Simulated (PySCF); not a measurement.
A geometry optimisation on `FC(F)=C(F)/C=C\[SiH2]O[SiH3]`.

Computed with PBE0-D3(BJ)/def2-SVP geometry optimisation, gas phase (PySCF 2.14.0). Start geometry: GFN2-xTB. The input is one job of a driver script: a line of settings, then coordinates in Å.

Input:
```
{"job": {"xc": "PBE0", "basis": "def2-SVP", "d3": "d3bj", "grid": 1, "kind": "geom"}, "charge": 0, "multiplicity": 1}
F      4.528139     0.323726     1.856180
C      3.749035     0.498350     0.799436
F      4.451012     0.955490    -0.231507
C      2.434102     0.258872     0.745641
F      1.845788    -0.202506     1.868035
C      1.615107     0.462471    -0.425154
C      0.301290     0.235353    -0.479848
Si    -0.806267    -0.399844     0.914717
O     -2.283931    -0.472004     0.257906
Si    -3.828602    -0.430867    -0.221011
H      2.171316     0.826002    -1.280113
H     -0.185586     0.433616    -1.425907
H     -0.867171     0.549743     2.022354
H     -0.454849    -1.765879     1.291458
H     -4.248470     0.969403    -0.200454
H     -4.591726    -1.245123     0.721762
H     -3.836185    -0.984773    -1.573944
```

Output:
```
step   0  E = -1109.01568936  max force = 0.029848
step   1  E = -1109.02247124  max force = 0.005000
step   2  E = -1109.02166964  max force = 0.008646
step   3  E = -1109.02278281  max force = 0.003477
step   4  E = -1109.02290465  max force = 0.001673
step   5  E = -1109.02289038  max force = 0.002746
step   6  E = -1109.02293376  max force = 0.000877
step   7  E = -1109.02294398  max force = 0.000863
step   8  E = -1109.02295112  max force = 0.000294
optimisation converged
```

Energies in Eh; «max force» is the largest Cartesian gradient component in Eh/bohr.

Question: How much energy does the optimisation release, in kcal/mol?

Answer: E(step 0) − E(last step) = 0.007262 Eh, which is 4.6 kcal/mol.

Question: Give the first gradient maximum in eV/Å.

Answer: With 1 Eh/bohr = 51.422 eV/Å, 1.535 eV/Å.

Main results: final energy -1109.02295 Eh after 8 steps; dipole 1.40 D.

Question: Where do the atoms end?

Answer: 0.074 Å rms from the input after alignment:
```
atom  x, y, z in Å
F1     4.5184    0.3444    1.8885
C2     3.7960    0.5288    0.8209
F3     4.4905    1.0037   -0.1811
C4     2.4817    0.2678    0.7426
F5     1.8829   -0.2114    1.8401
C6     1.6609    0.4636   -0.4268
C7     0.3378    0.2166   -0.4688
Si8   -0.7802   -0.4085    0.8995
O9    -2.2930   -0.4875    0.2372
Si10  -3.8659   -0.4378   -0.2350
H11    2.1934    0.8379   -1.3067
H12   -0.1616    0.4089   -1.4263
H13   -0.8095    0.5267    2.0618
H14   -0.3932   -1.7737    1.3572
H15   -4.3641    0.9709   -0.2266
H16   -4.7114   -1.2561    0.6847
H17   -3.9869   -0.9838   -1.6196
```

Question: How long does this job take on an Arm Neoverse V2 with one thread, on a shared host?

Answer: About 2.3 min.
Labels such as C1 count atoms from 1, the log's own numbers from 0.
